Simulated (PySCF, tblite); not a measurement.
Isomers of C6H9N3Si. Computed with GFN2-xTB (tblite): harmonic, unscaled wavenumbers at the GFN2-xTB geometry, gas phase. Errors from tens to a few hundred cm⁻¹ against measured bands are possible. Modes of hydrogen on silicon can be 10 to 20 % off. One conformer each.

Electronic energies: PBE0/pcSseg-1 single points on the GFN2-xTB geometries (PySCF, gas phase).

```
               SMILES  electronic energy, lowest = 0 (kJ/mol)
C#Cc1ncn([SiH](C)C)n1                                   116.4
  C[SiH](C)n1nccc1C#N                                     0.0
 C#Cc1nn(CC)nc1[SiH3]                                   284.0
```

**Question.** How do GFN2-xTB zero-point energies change the relative energies?

**Answer.** 
```
               SMILES  ZPE (kJ/mol)  of it from modes above 1550 cm⁻¹  electronic (kJ/mol)  with ZPE, lowest = 0 (kJ/mol)  lowest mode (cm⁻¹)  rings
  C[SiH](C)n1nccc1C#N         367.2                             175.0                  0.0                            0.0                  33      1
C#Cc1ncn([SiH](C)C)n1         363.0                             175.3                116.4                          112.2                  20      1
 C#Cc1nn(CC)nc1[SiH3]         355.4                             165.0                284.0                          272.2                  13      1
```

The zero-point energies span 11.8 kJ/mol, from `C#Cc1nn(CC)nc1[SiH3]` to `C[SiH](C)n1nccc1C#N`. The order is unchanged.

**Question.** And how do the electronic energies of GFN2-xTB itself compare?

**Answer.** `C[SiH](C)n1nccc1C#N` 0.0; `C#Cc1ncn([SiH](C)C)n1` 59.7; `C#Cc1nn(CC)nc1[SiH3]` 120.2 kJ/mol, lowest = 0. Against the energies above, taken from the same isomer `C[SiH](C)n1nccc1C#N`, the largest difference is 163.8 kJ/mol.
